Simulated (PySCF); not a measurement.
H4SSi2, SMILES [Si]([SiH3])S (connectivity only; charge and spin as stated), neutral, multiplicity 1. Atoms are numbered in the order given.

```xyz
7

Si    -1.0978    -0.2237     0.0000
S      0.5710    -1.5487     0.0000
H     -0.1049    -2.7162     0.0000
Si     0.3256     1.7208     0.0000
H      1.7871     1.4541     0.0000
H     -0.0036     2.5415    -1.1965
H     -0.0036     2.5415     1.1965
```
Charge 0, spin multiplicity 1.

Geometry optimised at B3LYP-D3(BJ)/def2-TZVP. One conformer was computed; it need not be the lowest.

Calculation: CAM-B3LYP/def2-TZVPD (PySCF).

Symmetry labels are those of the subgroup Cs that the program uses (full group Cs).

Computed valence orbital energies around the gap with their symmetry:
```json
[
 {"orbital": "HOMO−7", "symmetry": "A'", "energy (eV)": "-17.10"},
 {"orbital": "HOMO−6", "symmetry": "A'", "energy (eV)": "-14.72"},
 {"orbital": "HOMO−5", "symmetry": "A'", "energy (eV)": "-12.74"},
 {"orbital": "HOMO−4", "symmetry": "A\"", "energy (eV)": "-11.26"},
 {"orbital": "HOMO−3", "symmetry": "A'", "energy (eV)": "-11.15"},
 {"orbital": "HOMO−2", "symmetry": "A'", "energy (eV)": "-9.99"},
 {"orbital": "HOMO−1", "symmetry": "A\"", "energy (eV)": "-9.70"},
 {"orbital": "HOMO", "symmetry": "A'", "energy (eV)": "-7.74"},
 {"orbital": "LUMO", "symmetry": "A\"", "energy (eV)": "-1.68"},
 {"orbital": "LUMO+1", "symmetry": "A'", "energy (eV)": "0.22"},
 {"orbital": "LUMO+2", "symmetry": "A'", "energy (eV)": "0.80"},
 {"orbital": "LUMO+3", "symmetry": "A'", "energy (eV)": "0.87"}
]
```
